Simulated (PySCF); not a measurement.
The group X on HS-X is varied. Gas-phase values, no solvent. One relaxed conformer stands for each flexible species; it need not be the lowest. Strings in code marks are SMILES.

The LUMO from two functionals at the same geometries (B3LYP-D3(BJ)/def2-TZVP), both in PySCF: PBE-D3(BJ)/def2-TZVP and B3LYP-D3(BJ)/def2-TZVP. B3LYP has the VWN-RPA correlation part, as in Gaussian. 

```tsv
species	PBE-D3(BJ)/def2-TZVP (eV)
X = cyano	-2.03
X = silyl (`[SiH3]S`)	-0.77
X = boryl (`BS`)	-2.28
X = borono	-0.64
X = methylsulfinyl	-2.23
X = selanyl	-2.44
X = acetoxy	-2.23
X = difluoromethyl (`SC(F)F` (F–C–S–H torsion 68°))	-1.15
X = trichlorosilyl (`S[Si](Cl)(Cl)Cl`)	-1.68
X = cyanomethyl (`C(CS)#N`)	-1.59
```

### Question
What does B3LYP-D3(BJ)/def2-TZVP give for each?

### Answer

- X = cyano: -1.28
- X = silyl (`[SiH3]S`): -0.16
- X = boryl (`BS`): -1.51
- X = borono: -0.10
- X = methylsulfinyl: -1.60
- X = selanyl: -1.75
- X = acetoxy: -1.39
- X = difluoromethyl (`SC(F)F` (F–C–S–H torsion 68°)): -0.47
- X = trichlorosilyl (`S[Si](Cl)(Cl)Cl`): -0.95
- X = cyanomethyl (`C(CS)#N`): -0.82
Over these rows, drawn at random from the members with no instability flagged (it was tested for open shells, ions and some series alone), PBE minus B3LYP-D3(BJ): mean -0.70 eV, from -0.84 eV to -0.54 eV.
